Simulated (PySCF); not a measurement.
## How the method moves the HOMO and LUMO of `BC[c+]1cc1`

Compound: C4H6B (charge +1).
Geometry (PBE0-D3(BJ)/def2-SVP, Å), atoms numbered from 1 in this order:
```xyz
11
C4H6B angstrom
B     -1.6374    0.5202    0.6490
C     -0.8247   -0.1386   -0.5617
C      0.5869   -0.2194   -0.2917
C      1.6733   -0.8887    0.2318
C      1.8396    0.3573   -0.2657
H     -1.0847    0.9361    1.6329
H     -2.8268    0.5787    0.5022
H     -1.2725   -1.1303   -0.7444
H     -1.0406    0.5097   -1.4303
H      2.1028   -1.7769    0.7008
H      2.4998    1.1992   -0.4859
```

Basis pcSseg-2 throughout (PySCF), one geometry. The structure is a single PBE0-D3(BJ)/def2-SVP conformer in the gas phase; no vibrational or solvent corrections.

Problem. How do the orbital energies and the gap change with the method?

Solution. 
```csv
method,kind,HOMO (eV),LUMO (eV),gap (eV),SCF cycles
BLYP,GGA,-12.69,-7.97,4.72,14
OPBE,GGA,-12.72,-8.03,4.69,14
PBE,GGA,-12.75,-8.12,4.63,14
LDA,LDA,-12.75,-8.36,4.39,13
B97-D,GGA,-12.78,-7.96,4.82,14
KT2,GGA,-12.81,-7.98,4.84,14
BP86,GGA,-12.86,-8.17,4.69,14
KT3,GGA,-12.90,-8.00,4.90,14
B97-2,global hybrid,-13.91,-7.00,6.91,11
B3LYP,global hybrid,-13.96,-7.20,6.76,12
PBE0,global hybrid,-14.15,-6.95,7.20,11
mPW1PW91,global hybrid,-14.19,-6.96,7.23,11
BHandHLYP,global hybrid,-15.51,-5.70,9.81,12
CAM-B3LYP,range-separated hybrid,-15.62,-5.74,9.88,12
wB97X-D,range-separated hybrid,-16.10,-5.03,11.07,13
LC-wPBE,range-separated hybrid,-17.03,-4.51,12.52,12
HF,Hartree–Fock,-17.54,-2.87,14.68,10
```

The HOMO spans 4.85 eV, from BLYP down to HF, and the gap runs from 4.39 eV (LDA) to 14.68 eV (HF). Over the methods BLYP (0 %), OPBE (0 %), PBE (0 %), LDA (0 %), B97-D (0 %), KT2 (0 %), BP86 (0 %), KT3 (0 %), B97-2 (21 %), B3LYP (20 %), PBE0 (25 %), mPW1PW91 (25 %), BHandHLYP (50 %), HF (100 %), a straight line through the gap against the share of exact exchange rises by 1.00 eV for each 10 % (correlation coefficient 0.999).

The vertical ΔSCF ionisation energy at B3LYP/def2-SVPD is 16.76 eV; −ε(HOMO) comes closest to it with LC-wPBE (17.03 eV).
